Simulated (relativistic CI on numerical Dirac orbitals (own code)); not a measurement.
Computed by Dirac-Coulomb-Breit CI, orbitals from a KLI potential per configuration, model QED, unscaled Slater integrals (own radial code, finite nucleus).

CI space (outside the closed core [Ar] 3d10): 4s2 4p6 4d8, 4s2 4p5 4d9, 4s2 4p6 4d7 4f, 4s 4p6 4d9, 4s2 4p5 4d8 4f, 4s 4p6 4d8 4f, 4s2 4p6 4d7 5s, 4s2 4p6 4d6 4f 5s, 4s2 4p6 4d7 5p, 4s2 4p5 4d8 5s, 4s2 4p6 4d6 5s 5p, 4s2 4p6 4d7 5f, 4p6 4d9 4f, 4s 4p6 4d7 4f 5s, 4s2 4p6 4d7 6p, 4s2 4p5 4d8 5d, 4s 4p6 4d8 5p, 4s2 4p6 4d7 6f, 4p6 4d9 5p, 4s2 4p6 4d7 7p, 4s 4p6 4d7 5s 5p, 4s2 4p5 4d8 6s, 4s2 4p6 4d7 7f, 4p6 4d10, 4p5 4d10 4f, 4p6 4d9 5s, 4p5 4d10 5s, 4p5 4d9 4f 5s. Double excitations out of closed p, d and f shells are left out; levels of such configurations are missing from the list, as are those of other unlisted configurations, and high levels can miss mixing partners. These lack a partner that the ground configuration has and come out too high: 4s2 4p5 4d8 5d, 4s2 4p5 4d8 6s.

At this charge energies of transitions that change n are usually good to better than 1 %, and those within a shell (Δn = 0) to a few per cent. Terms inside the open d or f shell come out 10 to 20 % too wide with unscaled integrals.

Outline of the computed level scheme of Hf XXIX. Lowest level of each configuration: 4s2 4p6 4d8 3F_4 at 0.000 eV; 4s2 4p5 4d9 1D°_2 at 170.870 eV; 4s2 4p6 4d7 4f 5G°_5 at 182.086 eV.

Some strong electric-dipole decays among the lowest 45 levels: 4s2 4p5 4d9 3D°_3 → 4s2 4p6 4d8 3F_4 (4.4e+10 s⁻¹); 4s2 4p5 4d9 3P°_0 → 4s2 4p6 4d8 3P_1 (4.0e+10 s⁻¹); 4s2 4p5 4d9 1D°_2 → 4s2 4p6 4d8 1D_2 (3.5e+10 s⁻¹); 4s2 4p5 4d9 3P°_1 → 4s2 4p6 4d8 1D_2 (2.6e+10 s⁻¹); 4s2 4p6 4d7 4f 5D°_4 → 4s2 4p6 4d8 3F_4 (2.6e+10 s⁻¹); 4s2 4p6 4d7 4f 3H°_5 → 4s2 4p6 4d8 3F_4 (2.0e+10 s⁻¹); 4s2 4p6 4d7 4f 3D°_1 → 4s2 4p6 4d8 3P_2 (1.9e+10 s⁻¹); 4s2 4p5 4d9 3F°_4 → 4s2 4p6 4d8 3F_4 (1.6e+10 s⁻¹).

LS names give the leading component of a level, which can be under half, so a name can repeat, a term be missing and a line seem to break the LS rules.
